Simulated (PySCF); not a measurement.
# Relative stability

The two ends of one reaction step of SnH₄S₂, closed shell (PBE0-D4/def2-TZVP).

A:

```
7
angstrom
Sn -0.4915 -0.3503 0.3755
S 1.7600 -1.0907 -0.0020
S -0.8445 1.7577 -0.7148
H -0.4800 1.2848 -1.9183
H -1.4706 -1.5759 -0.2867
H -0.7858 -0.0414 2.0235
H 2.2975 0.0258 0.5174
```

B:

```xyz
7
angstrom
Sn -0.9238 -0.3213 0.7268
S 1.4332 -0.2301 -0.9125
S -1.7457 1.6960 0.2799
H 0.6674 0.3317 -1.8657
H -1.4253 -1.7795 -0.0262
H 0.0164 -0.7201 2.1065
H 1.7060 0.9692 -0.3683
```

Program: PySCF 2.14 with density fitting (its default auxiliary sets; JK sets also for MP2 and CCSD(T)). Basis: def2-TZVPP. Cores are frozen in the correlated methods. Filled d shells of the heavier atoms are correlated. Core potentials replace the inner electrons of the atoms past krypton. The def2 sets are not built for correlating such inner shells, so the correlated values are less sure here. B3LYP uses VWN-RPA correlation.

Q: Which structure is lower at CCSD(T), and by how much? (An estimate is asked for; the value comes from the calculation.)

A: Computed: A, by 32.09 kcal/mol (electronic energy, against the other). By their contacts, A is SnH₄S₂ ([SH][SnH2][SH]) and B is SnH₄S₂ ([S][SnH2][SH2]).

All methods give the same order:

| method | E(B) − E(A) (kcal/mol) |
| --- | --- |
| SPW92 | 30.01 |
| PBE-D4 | 28.97 |
| r2SCAN-D4 | 30.85 |
| PBE0-D4 | 31.69 |
| B3LYP-D4 | 30.14 |
| BHLYP-D4 | 33.00 |
| wB97M-V | 32.48 |
| HF | 34.83 |
| MP2 | 32.21 |
| CCSD | 33.12 |
| CCSD(T) | 32.09 |

The T1 diagnostic stays at or below 0.017.

Labels in which every atom is bracketed show which atoms are joined, not bond orders.

For scale, one of the runs: CCSD(T)/def2-TZVPP, 190 basis functions, launched by `OMP_NUM_THREADS=4 python run.py`. The run took 6.1 min on 4 CPU threads of an Arm Neoverse V2 (shared host), with 2.4 GiB of host memory at its peak.
